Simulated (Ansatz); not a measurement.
`[CH3][Nb]([OH])([F])=[S]` + `N=C[SiH2]O` → `[OH][Nb]([OH])([F])=[S]` + `C[SiH2]C=N`  (redistribution)

Computed with Ansatz on PBE0-D4/def2-TZVP structures; ΔE is electronic, products minus reactants. CCSD(T)/CBS is the MP2 limit (def2-TZVPP, def2-QZVPP) plus CCSD(T) − MP2 in def2-TZVPP, frozen cores. Functionals use def2-TZVPP. def2 core potentials past Kr. For Nb outer-core shells are correlated without core-valence functions, which leaves a few kJ/mol of doubt a bond. Each species was taken in one conformer, which may not be the lowest.

`[CH3][Nb]([OH])([F])=[S]`:

Cartesian coordinates in Å:
```
C 1.062 0.124 -0.869
Nb -0.691 0.307 0.330
O -0.428 -0.796 1.818
F -0.928 2.111 0.736
S -2.263 -0.452 -0.906
H 1.232 -0.912 -1.171
H 0.967 0.735 -1.771
H 1.921 0.474 -0.283
H -0.872 -1.592 2.118
```

`N=C[SiH2]O`:

Cartesian coordinates in Å:
```
N 0.231 -1.153 1.053
C 0.028 -0.943 -0.184
Si -0.151 0.887 -0.639
O 0.022 1.678 0.783
H 0.325 -2.145 1.280
H -0.037 -1.762 -0.914
H -1.483 1.127 -1.254
H 0.895 1.269 -1.623
H 0.170 1.041 1.497
```

`[OH][Nb]([OH])([F])=[S]`:

Cartesian coordinates in Å:
```
O 1.629 -0.570 0.004
Nb -0.226 -0.297 -0.053
O -0.572 1.285 -1.001
F -1.054 -1.737 -0.898
S -0.972 -0.100 1.944
H 2.229 -0.665 0.746
H -1.034 2.084 -0.743
```

`C[SiH2]C=N`:

```xyz
11

C     1.136   -0.099    1.234
Si    0.442   -0.224   -0.498
C    -1.447   -0.127   -0.483
N    -2.158    0.751   -1.067
H     2.226   -0.159    1.218
H     0.851    0.846    1.700
H     0.763   -0.914    1.859
H     0.857   -1.512   -1.120
H     0.907    0.904   -1.354
H    -2.007   -0.884    0.083
H    -1.570    1.418   -1.573
```

| level | ΔE (eV) |
| --- | --- |
| PBE-QIDH | -0.45 |
| LC-ωPBE | -0.55 |

Q: What does CCSD(T)/CBS give? (Estimate.)

A: The calculation gave: -0.40 eV. The listed levels differ from it by -0.05, -0.15 eV.

Largest T1 diagnostic among the species: 0.023, so the coupled-cluster value is less sure than usual.

From BLYP to BHLYP (50 % exact exchange), in def2-TZVPP and without D4, ΔE moves by +0.11 eV. Leaving LDA and LC-ωPBE aside and taking each functional with its dispersion term where it has one, the values, not all of them listed here, spread over 0.15 eV, from revPBE-D4 to BHLYP-D4. LDA lies +0.06 eV from PBE without D4.
